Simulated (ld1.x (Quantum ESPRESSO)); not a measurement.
Sn: one change to a TM potential, before and after

tin (Sn), norm-conserving Troullier–Martins (Kleinman–Bylander form), made with ld1.x (Quantum ESPRESSO) 7.5 (Wu–Cohen, scalar-relativistic). Core [Kr] 4d10, reference 5s2 5p2. Waves: 5p (bound): rc 2.50 bohr; 5s (bound): rc 2.05 bohr. Local part: the s channel. Core correction: none.

Change: functional LDA (PZ).

Cutoffs: the cutoffs (Ry, on a coarse ladder) from which the occupation-weighted sum of valence levels, in a spherical-Bessel basis at the reference potential, stays within 10 and 1 mRy of its value at 400 Ry; they do not see the model core or the augmentation charge, which bear on the density cutoff. Errors are all-electron minus pseudo energies relative to the spin-unpolarised reference configuration.

Question: Predict the effect on cutoff, ghosts and configuration errors.

Answer: The potential gets neither clearly harder nor softer (21 Ry and 30 Ry → 21 Ry and 30 Ry); the number of tests with a reliable result goes from 7 to 9; of the 7 tests that both files solve, the error grows in 4 and shrinks in 2 by more than 15 % and 0.3 meV (median size 10.0 → 21.9 meV); neither file shows a bound ghost.

| quantity | base | changed |
| --- | --- | --- |
| cutoff, loose | 21 Ry | 21 Ry |
| cutoff, tight | 30 Ry | 30 Ry |
| bound ghosts | none | none |
| error for 5s2 5p1, meV [ΔE 6.90 → 7.10 eV] | -10.0 | +5.9 |
| error for 5s2 5p0, meV [ΔE 20.89 → 21.36 eV] | -45 | +51 |
| error for 5s1 5p0, meV [ΔE 51.93 → 52.81 eV] | -12 | +301 |
| error for 5s2 5p1.5, meV [ΔE 2.63 → 2.72 eV] | -2.2 | +0.7 |
| error for 5s2 5p2.3, meV [ΔE -0.85 → -0.90 eV] | -0.1 | +0.5 |
| error for 5s1 5p2, meV [ΔE 14.61 → 14.83 eV] | +8.7 | +22 |
| error for 5s0 5p4, meV [ΔE 14.27 → 14.40 eV] | +46 | +62 |
| s: phases at 2.70 bohr within 0.05 rad from the reference energy up to (Ry; the scan ends near 5) | 2.4 | 2.3 |
| p: phases at 2.70 bohr within 0.05 rad from the reference energy up to (Ry; the scan ends near 5) | 3.4 | 3.4 |
